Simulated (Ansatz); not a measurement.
Cost and result for the atomization energy of C$_{3}$H$_{6}$BFSi, SMILES `C=CC1[SiH2]B1F` (12 atoms, 12 bonds).

```xyz
12

C    -1.554   -1.392    0.784
C    -0.371   -0.785    0.806
C     0.271   -0.141   -0.342
Si    0.711    1.770   -0.860
B     1.741    0.179   -0.509
F     2.835   -0.248    0.086
H    -2.148   -1.448   -0.124
H    -1.967   -1.854    1.672
H     0.186   -0.760    1.740
H    -0.271   -0.271   -1.287
H     0.639    2.890    0.115
H    -0.072    2.062   -2.081
```

Charge 0, multiplicity 1. Geometry: relaxed with PBE0-D4/def2-TZVP. It is one conformer, not always the lowest. Program: Ansatz. All runs use 4 threads of an Arm Neoverse V2 on a shared host. Times are those of one run each, without the atoms' runs, and a repeat can differ threefold. Electronic energies, without spin–orbit coupling; frozen cores. CCSD(T)/CBS adds CCSD(T) − MP2 in def2-TZVPP to the MP2 limit, and its time is that of the two runs behind it. T1 = 0.014. B3LYP takes the VWN-RPA correlation (the form of Gaussian; ORCA's B3LYP/G).

CCSD(T)/CBS is a level of theory with its own doubt, some kJ/mol a heavy atom from the limit and from the frozen cores, so smaller differences don't rank the functionals.

```tsv
level	functions	wall time	atomization (kcal/mol)	difference from CCSD(T)/CBS	per bond
PBE-D4/def2-TZVPP (with forces)	281	2.7 s	1170.0	36.0	3.0
PBE0-D4/def2-TZVPP	281	3 s	1148.6	14.6	1.2
r2SCAN-D4/def2-TZVPP (with forces)	281	5.5 s	1147.6	13.6	1.1
B3LYP-D4/def2-TZVPP (with forces)	281	5.5 s	1139.3	5.3	0.4
B2PLYP/def2-TZVPP	281	6.5 s	1127.7	-6.3	-0.5
ωB97X-V/def2-TZVPP	281	9 s	1139.2	5.2	0.4
ωB97M-V/def2-TZVPP (with forces)	281	14 s	1141.4	7.4	0.6
MP2/def2-QZVPP	535	28 s	1147.1	13.1	1.1
CCSD(T)/def2-TZVPP	281	3.9 min	1107.0	-27.0	-2.3
CCSD(T)/CBS(def2)	–	4.4 min	1134.0	0.0	0.0
```

From PBE to PBE0 (25 % exact exchange), in def2-TZVPP and without D4, the atomization energy moves by −20.5 kcal/mol: exact exchange takes away binding that semilocal exchange gives to molecules. In def2-TZVPP, CCSD(T) changes the Hartree–Fock value by +260.9 kcal/mol (the triples alone add +18.9 kcal/mol) and MP2 by +285.0 kcal/mol; breaking electron pairs costs correlation energy, which Hartree–Fock lacks. The D4 term adds +9.7 kcal/mol with B3LYP and +5.1 kcal/mol with PBE0; it sums over pairs of atoms, weighted by their polarisabilities, and B3LYP, whose exchange is more repulsive, gets the larger term.
